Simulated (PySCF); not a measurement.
## Worked example: dipole moment from atomic charges

SnFI3, SMILES [F][Sn]([I])([I])[I]. Atoms are numbered in the order given.

```xyz
5

F      0.0000     0.0000     2.4185
Sn     0.0000     0.0000     0.4774
I      2.2346     1.2902    -0.2870
I      0.0000    -2.5803    -0.2870
I     -2.2346     1.2902    -0.2870
```
Charge 0, spin multiplicity 1.

Geometry: B3LYP-D3(BJ)/def2-SVP. The structure was generated by enumeration; whether it is a known compound was not checked. The def2 effective core potentials stand for the cores of I, Sn; spin–orbit coupling is left out.

Charges (e) from HF/def2-TZVP (PySCF):

| atom | Mulliken | ESP fit |
|---|---|---|
| F1 | -0.567 | -0.213 |
| Sn2 | 1.224 | 0.129 |
| I3 | -0.219 | 0.028 |
| I4 | -0.219 | 0.029 |
| I5 | -0.219 | 0.028 |

The dipole moment of the full density is 2.15 D.

**Question.** What dipole moment does each set of point charges give, and which comes closer to that of the density?

**Answer.** 
μ = Σ q r, and 1 e Å = 4.8032 D.
Mulliken: Σ q r = (0.000, 0.000, -0.598) e Å, |μ| = 2.87 D.
ESP fit: Σ q r = (0.000, -0.003, -0.478) e Å, |μ| = 2.30 D.
ESP fit comes closer in size. Point charges leave out the atoms' own dipoles (lone pairs, polarised bonds); fits to the potential absorb them, partitions of the density don't.
